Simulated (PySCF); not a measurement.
Vibration and rotation of AlAs

UHF-CCSD(T) constants of AlAs, ³Σ⁻ (triplet), unpaired electrons π ↑↑ (PySCF, spin-free X2C with a Gaussian nucleus, basis sets Al x2c-SVPall, As x2c-SVPall; masses 26.9815 and 74.9216 u):

* ωe: 299.8 cm⁻¹
* ωexe: 1.2 cm⁻¹
* Be: 0.13272 cm⁻¹
* αe: 0.000744 cm⁻¹
* D (centrifugal): 1.04e-07 cm⁻¹
* De to Al + As: 1.67 eV

Q: Give the vibrational terms G(v) and spacings up to v = 6.

A: G(v) = ωe(v+½) − ωexe(v+½)².

| v | G(v) (cm⁻¹) | G(v) − G(v−1) | Bv (cm⁻¹) |
| --- | --- | --- | --- |
| 0 | 149.6 |  | 0.1323 |
| 1 | 447.0 | 297.4 | 0.1316 |
| 2 | 742.0 | 295.0 | 0.1309 |
| 3 | 1034.6 | 292.6 | 0.1301 |
| 4 | 1324.8 | 290.2 | 0.1294 |
| 5 | 1612.6 | 287.8 | 0.1286 |
| 6 | 1898.0 | 285.4 | 0.1279 |

Q: How well does the Morse estimate ωe²/(4ωexe) reproduce De, and what is D0?

A: It gives 2.32 eV, 139 % of the computed De. D0 = De − G(0) = 1.67 − 0.02 = 1.65 eV.

Correlated steps freeze 14 core orbitals. Correlated levels converge slowly with the basis: in double zeta they bind strong bonds too weakly, by up to about 1 eV, and carry superposition errors of some tenths. Spin–orbit coupling is left out. The state is the lowest determinant that a PBE0 search found; another state may lie lower at other levels.
